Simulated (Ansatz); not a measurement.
Consider the atomization: `[NH2][GaH][CH2][SiH3]` → C• + Ga• + 8 H• + N• + Si•.

Gas-phase electronic energies from Ansatz, PBE0-D4/def2-TZVP geometries. CCSD(T)/CBS is the MP2 limit (def2-TZVPP, def2-QZVPP) plus CCSD(T) − MP2 in def2-TZVPP, frozen cores. This one scheme is used for every species, atoms too. For atomizations the MP2-based limit and the directly extrapolated one differ by several kJ/mol either way, and by 10 to 25 for some Ge, Se and Sn compounds, so smaller differences from it don't rank the levels. Functionals use def2-TZVPP. No spin–orbit coupling; open shells (•) take unrestricted orbitals. Spin–orbit coupling would lower the free atoms: a little for C, Si; clearly for Ga. For Ga outer-core shells are correlated without core-valence functions, so the limit isn't a true one: a few kJ/mol of doubt a bond, and 10 to 20 or more in all where bonds break to atoms. Scalar relativity is left out up to krypton. Each species was taken in one conformer, which may not be the lowest.

| level | ΔE (kJ/mol) |
| --- | --- |
| BLYP-D4 | 3773.8 |
| CAM-B3LYP | 3805.3 |

(1) What does CCSD(T)/CBS give? (Estimate.)

Largest T1 diagnostic among the species: 0.013.

## Answers

(1) Ansatz gave: +3827.7 kJ/mol. The listed levels differ from it by -53.9, -22.4 kJ/mol.

At CCSD(T), def2-SVP lies −247.4 kJ/mol from the extrapolated value and def2-TZVPP −93.6 kJ/mol: correlation converges slowly with the basis, and small sets miss more of it in the bonded molecule than in its fragments. From PBE to PBE0 (25 % exact exchange), in def2-TZVPP and without D4, ΔE moves by −29.0 kJ/mol: exact exchange takes away binding that semilocal exchange gives to molecules.
